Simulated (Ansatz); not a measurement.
Correlation energies of BH4OS2Sb, SMILES `O[BH][Sb]([SH])[SH]` by basis set

```xyz
9

O    -0.459    1.035   -1.634
B     0.094    0.276   -0.615
Sb   -0.626    0.709    1.505
S     1.205   -0.314    2.672
S    -1.141   -1.306    0.025
H    -0.036    0.876   -2.480
H     1.195   -0.203   -0.668
H     2.054   -0.305    1.629
H    -2.286   -0.769   -0.436
```

Charge 0, multiplicity 1. Correlated methods include outer-core shells of Sb, which these sets cover unevenly. Sb takes the def2 core potential. All single points use the PBE0-D4/def2-TZVP geometry. It is one conformer, not always the lowest. Frozen core, restricted reference, Ansatz 0.2.0.

```json
{"basis": "def2-SVP", "HF (Eh)": "-1135.92569", "MP2 corr.": "-0.65891"}
{"basis": "def2-TZVPP", "HF (Eh)": "-1136.33562", "MP2 corr.": "-1.06050"}
{"basis": "def2-QZVPP", "HF (Eh)": "-1136.36488", "MP2 corr.": "-1.36005"}
```

Estimate the CCSD correlation energy and the (T) correction in each basis where they were run (hartree).


```tsv
basis	CCSD corr.	(T)
def2-SVP	-0.71033	-0.02371
def2-TZVPP	-1.08778	-0.04728
```
